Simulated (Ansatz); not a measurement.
NH₃Te (SMILES N[TeH]), singlet: a relaxation.

The input file, in.yaml:

```yaml
crystal:
  periodic: [false, false, false]
  atoms:
    - {symbol: N, position_ang: [-0.243416, -0.537942, -0.170601]}
    - {symbol: Te, position_ang: [0.434368, 1.210636, 0.680430]}
    - {symbol: H, position_ang: [-1.085500, -0.908834, 0.070081]}
    - {symbol: H, position_ang: [0.412960, -1.480355, 0.022693]}
    - {symbol: H, position_ang: [0.438281, 1.811693, -0.872835]}
basis:
  gaussian: {orbitals: cc-pVDZ}
hamiltonian: {xc: {name: revPBE}, dispersion: d4}
relax: {f_tol: 0.2, max_steps: 30, max_displacement: 0.05}
```

Command:

```bash
ansatz run in.yaml --threads 2 --pin off --events-out ev --progress --plain --max-ram 3481MiB
```

The run's output (Ansatz 0.2.0):

```
Functional definition: revPBE
  name "revPBE"
  cite "Zhang & Yang, Phys. Rev. Lett. 80, 890 (1998) doi:10.1103/PhysRevLett.80.890"
  cite "Perdew, Burke & Ernzerhof, Phys. Rev. Lett. 77, 3865 (1996) doi:10.1103/PhysRevLett.77.3865"
  parameter kappa = 1.245
  parameter beta = 0.06672455060314922
  exchange = pbe_x(kappa = kappa, mu = beta*pi^2/3)
  correlation = pbe_c(beta = beta)
Error: . the basis set cc-pVDZ has no functions for Te
```

Hardware: 2 CPU threads of an AMD EPYC, shared host. Wall time about 0.11 s.


The program refused the input.